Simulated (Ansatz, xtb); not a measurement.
# Ligand exchange: C2H3Cl + SiH3(GeH3) → C2H6Si + GeH3Cl

Species: C2H3Cl `C=CCl`, singlet; SiH3(GeH3), singlet; C2H6Si (vinylsilane) `C=C[SiH3]`, singlet; GeH3Cl (chlorogermane) `[Cl][GeH3]`, singlet. The partners trade Cl for SiH3: C–Cl and Ge–SiH3 bonds give way to C–SiH3 and Ge–Cl.

Shapes, held fixed at every level: PBE0-D4/def2-TZVP. Programs: Ansatz 0.2.0, xtb 6.7.1. The zero-point and thermal change to 298 K, harmonic and unscaled (PBE0-D4/def2-TZVP), is +2.1 kJ/mol.

```csv
level,kind,ΔH(298 K) (kJ/mol),less CCSD(T)/def2-TZVPP
GFN1-xTB,semi-empirical,-170.1,-66.1
HF/def2-TZVPP,Hartree–Fock,-129.1,-25.1
r2SCAN-D4/def2-TZVPP,meta-GGA,-96.5,+7.5
r2SCAN0-D4/def2-TZVPP,global hybrid,-101.4,+2.6
B2PLYP/def2-TZVPP,double hybrid,-105.4,-1.4
MP2/def2-TZVPP,perturbation theory,-109.9,-5.9
CCSD/def2-TZVPP,coupled cluster or CI,-107.1,-3.1
CCSD(T)/def2-TZVPP,coupled cluster or CI,-104.0,0.0
```

The highest level, CCSD(T)/def2-TZVPP, gives ΔH(298 K) = -104.0 kJ/mol; the levels span -170.1 to -96.5. GFN1-xTB strays far from the other rows. The column of differences is taken from that level and isn't an error. No measured value is set beside it here. Relativity is left out for Ge. Outer-core shells of Ge are correlated in most correlated rows, in sets that cover them unevenly.
